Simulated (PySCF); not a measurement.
In(I)(Me)2 (C₂H₆IIn), SMILES [I][In]([CH3])[CH3].

Geometry: PBE-D3(BJ)/def2-SVP. The structure was generated by enumeration; whether it is a known compound was not checked. The def2 effective core potentials stand for the cores of I, In; spin–orbit coupling is left out.

Calculation: TDA-ωB97X/def2-SVPD in PySCF 2.14.0.

Vertical excitations. The molecule is in vacuum.

| state | energy (eV) | λ (nm) | f | main pairs |
|---|---|---|---|---|
| S1 | 4.79 | 259 | 0.000 | HOMO→LUMO 90 % |
| S2 | 5.37 | 231 | 0.070 | HOMO→LUMO+1 65 %, HOMO→LUMO+2 28 % |
| S3 | 5.38 | 230 | 0.016 | HOMO−1→LUMO 87 % |
| S4 | 5.43 | 228 | 0.004 | HOMO−2→LUMO 78 %, HOMO−1→LUMO+1 13 % |
| S5 | 5.54 | 224 | 0.034 | HOMO−1→LUMO+1 54 %, HOMO−1→LUMO+2 22 %, HOMO−2→LUMO 20 % |
| S6 | 5.67 | 218 | 0.000 | HOMO−3→LUMO 90 % |
| S7 | 6.71 | 185 | 0.638 | HOMO−2→LUMO+1 78 % |
| S8 | 6.80 | 182 | 0.292 | HOMO→LUMO+2 36 %, HOMO−3→LUMO+1 25 %, HOMO→LUMO+1 24 % |
| S9 | 7.03 | 176 | 0.053 | HOMO−3→LUMO+1 44 %, HOMO→LUMO+3 27 %, HOMO→LUMO+2 8 %, HOMO→LUMO+6 8 % |
| S10 | 7.17 | 173 | 0.108 | HOMO−1→LUMO+2 36 %, HOMO−1→LUMO+1 19 %, HOMO−1→LUMO+3 18 %, HOMO−1→LUMO+6 14 % |
| T1 | 4.67 | 266 | 0 | HOMO→LUMO 84 %, HOMO−3→LUMO 13 % |
| T2 | 4.86 | 255 | 0 | HOMO→LUMO+1 63 %, HOMO→LUMO+2 25 % |
| T3 | 5.03 | 246 | 0 | HOMO−1→LUMO 92 % |
| T4 | 5.14 | 241 | 0 | HOMO−2→LUMO 47 %, HOMO−1→LUMO+1 30 %, HOMO−1→LUMO+2 17 % |
Triplets are in the Tamm–Dancoff approximation.
